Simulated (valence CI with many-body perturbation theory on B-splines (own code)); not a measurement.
**Valence orbitals of Au⁵⁸⁺**

Computed by valence CI with perturbative core correlation (CI+MBPT): three valence electrons over a frozen Dirac-Fock core [Ar], a basis of 9 s, 9 p, 10 d, 8 f, 5 g, 3 h, 1 i functions for each j, with the one-electron correlation potential Σ1, the two-electron term Σ2, the three-electron term Σ3, Breit, model QED; selected CI, second order for the rest (own B-spline code, finite nucleus).

No measured spectrum was set against this ion. As an estimate, large intervals hold to a few tenths of a per cent, small ones and those within an open d or f shell to about a per cent. The list stops below the first excitations out of the core. Only levels of the ground parity were solved; by the run's estimate the other parity begins above the list, which can be wrong where configurations are misplaced.

These are the spectroscopic orbitals of the CI (the correlating ones are not listed), shaped by the core and the other valence electrons. h is the expectation value of the core's Dirac-Fock operator, without the valence repulsion; Σ1 is computed up to l = 3 at one energy for each symmetry, that of its lowest orbital but kept below the first core excitation, so for empty shells it is not the orbital's own correlation shift; Breit and QED include the response of the core.

| Orbital | h (hartree) | Σ1 (cm⁻¹) | Breit (cm⁻¹) | QED (cm⁻¹) | ⟨r⟩ (bohr) |
| --- | --- | --- | --- | --- | --- |
| 4s1/2 | -140.14 | -8777 | 21811 | 17089 | 0.3337 |
| 5s1/2 | -86.224 | -3382 | 10433 | 8377 | 0.5416 |
| 6s1/2 | -58.383 | -1702 | 5698 | 4683 | 0.8011 |
| 4p1/2 | -136.65 | -11624 | 34960 | 1109 | 0.3266 |
| 5p1/2 | -84.491 | -4186 | 17058 | 565 | 0.5373 |
| 6p1/2 | -57.402 | -2062 | 9397 | 322 | 0.7994 |
| 4p3/2 | -129.99 | -10555 | 19657 | 2470 | 0.3447 |
| 5p3/2 | -81.232 | -4010 | 9726 | 1245 | 0.5597 |
| 6p3/2 | -55.568 | -2012 | 5998 | 708 | 0.8265 |
| 3d3/2 | -231.82 | -22498 | 42244 | -2736 | 0.1516 |
| 4d3/2 | -125.28 | -11563 | 16376 | -783 | 0.3232 |
| 5d3/2 | -78.956 | -4430 | 7987 | -350 | 0.5436 |
| 3d5/2 | -227.88 | -19896 | 22832 | -563 | 0.1556 |
| 4d5/2 | -123.76 | -10778 | 8788 | 3.3 | 0.3281 |
| 5d5/2 | -78.197 | -4065 | 4242 | 37.3 | 0.5495 |
| 4f5/2 | -119.59 | -30140 | 2813 | -645 | 0.2891 |
| 5f5/2 | -76.267 | -11482 | 1216 | -300 | 0.5145 |
| 4f7/2 | -119.02 | -22819 | 334 | -288 | 0.2914 |
| 5f7/2 | -75.961 | -8754 | 247 | -118 | 0.5173 |
| 5g7/2 | -74.834 |  | 274 | -99.0 | 0.4601 |
| 5g9/2 | -74.684 |  | -38.4 | -6.6 | 0.4616 |

Among the shells of the start configuration 3d3, Σ1 is largest in size for 3d3/2, where it is 0.044 % of h.

Lowest root of each symmetry, sizes in configuration state functions:

```tsv
J	Parity	Roots	Reference	Variational	Second order	Change by selected CI (cm⁻¹)	Change by second order (cm⁻¹)
1/2	even	2	43	3422	794	-6719	-1
3/2	even	5	71	6394	5131	-6782	-1
5/2	even	5	79	7794	5612	-4897	-1
7/2	even	3	66	7618	2057	-6022	-1
9/2	even	3	49	6835	1824	-5975	-1
11/2	even	1	25	4709	2159	-6160	-2
```
